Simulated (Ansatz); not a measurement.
System: AlCl (charge 0, singlet). SMILES: [Al][Cl]
Geometry from a B3LYP-D3(BJ)/def2-TZVP (Ansatz, an electronic-structure program) optimisation:
```
Al
Cl 1 2.1602
```
Charge 0, spin multiplicity 1.

Wanted: atomisation energy, in kcal/mol. Terms: spin-orbit terms left out; atomisation electronic, to ground-state atoms; 6-311+G** with 5d, 6d on Na to Ar in Ansatz; UHF or UKS for open shells; non-relativistic; six Cartesian d functions in 6-31G* and its kin unless marked 5d; valence correlation only; LANL2DZ with its own core potentials from Na on. Basis-set limits of correlation are two-point, X^-3; Hartree-Fock from the larger set (for Q and 5 zeta extrapolated as (X+1)exp(-9√X)). Ab initio and DFT rows: single points at B3LYP-D3(BJ) geometries (Ansatz).

Coupled cluster (Ansatz) is a level with limits of its own, used here on species with T1 under 0.025 (0.045 for open shells) and stable references: CCSD(T)/CBS(cc-pV(Q+d)Z,cc-pV(5+d)Z).

Value to compare with, CCSD(T)/CBS(cc-pV(Q+d)Z,cc-pV(5+d)Z) (Ansatz): 122.5 kcal/mol.

```tsv
level	program	atomisation energy (kcal/mol)	difference
MP2/STO-3G	Ansatz	167.3	44.8
MP2/3-21G	Ansatz	96.0	-26.5
MP2/LANL2DZ	Ansatz	90.4	-32.1
MP2/6-31G*	Ansatz	113.7	-8.8
MP2/6-311+G**	Ansatz	114.5	-8.0
```

Among the 5 habitual levels, MP2/STO-3G lies farthest from CCSD(T)/CBS(cc-pV(Q+d)Z,cc-pV(5+d)Z) (Ansatz) (44.8 kcal/mol) and MP2/6-311+G** nearest (-8.0); 1 of 5 lie above it, and their mean absolute difference is 24.0 kcal/mol, the median 26.5. One case shows no general order.

The sets are all those run for this method; runs whose electronic state is in doubt are left out.
